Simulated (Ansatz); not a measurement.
Species: GaH$_{2}$, charge 1, multiplicity 1. 
Coordinates optimised at B3LYP-D3(BJ)/def2-TZVP (Ansatz, an electronic-structure program):
```
Ga
H 1 1.5293
H 1 1.5293 2 180.00
```
Charge +1, spin multiplicity 1.

Basis-set convergence of Hartree-Fock and MP2 correlation energies (hartree) with Ansatz. Correlated levels leave the core frozen unless marked. Spin-orbit coupling is left out. Frozen are the shells of the preceding noble gas and the d and f shells that filled before the atom's block. Non-relativistic.

| basis | functions | E(HF) | E(corr, MP2) |
|---|---|---|---|
| def2-SVP | 42 | -1923.87067 | -0.04958 |
| def2-TZVPP | 76 | -1924.12045 | -0.05899 |
| def2-QZVPP | 149 | -1924.16135 | -0.06228 |

Extrapolating the two largest sets (X = 3 and 4) as X^-3: E(corr) = (64·(-0.06228) - 27·(-0.05899))/37 = -0.0647 Eh, an estimate of the basis-set limit. The largest set recovers 96.3 % of it, the smallest 76.6 %.
